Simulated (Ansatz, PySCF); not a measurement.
Breaking a bond: HCl (cation, charge +1), doublet.

Levels of theory: ROHF/aug-cc-pVDZ (Ansatz, a quantum-chemistry and plane-wave program); UHF/6-31G* = unrestricted Hartree-Fock/6-31G*, spherical d (PySCF); FCI = full CI/aug-cc-pVDZ, frozen core (Ansatz).

Energies relative to the lowest point of each curve near equilibrium, in kcal/mol:

| R / Å | ROHF | UHF/6-31G* |
|---|---|---|
| 1.00 | 61.8 | 57.3 |
| 1.07 | 32.1 | 28.4 |
| 1.18 | 7.8 | 5.8 |
| 1.32 | 0.0 | 0.2 |
| 1.37 | 0.9 | 1.7 |
| 1.54 | 11.2 | 13.4 |
| 2.17 | 65.9 | 56.8 |
| 2.62 | 90.9 | 68.3 |
| 2.89 | 100.4 | 71.7 |
| 3.18 | 107.4 | 73.7 |
| 3.54 | 112.9 | 74.9 |
| 4.66 | 119.2 | 75.5 |

Q: Estimate the FCI values at these points.

A: 1.00: 64.9; 1.07: 34.6; 1.18: 9.2; 1.32: 0.0; 1.37: 0.3; 1.54: 8.7; 2.17: 56.7; 2.62: 79.4; 2.89: 88.4; 3.18: 94.8; 3.54: 99.3; 4.66: 102.4 (kcal/mol).

The unrestricted determinant behind UHF/6-31G* is spin-contaminated at 2.01 to 5.28 Å (<S²> up to 1.8, against 0.75 for a pure doublet).
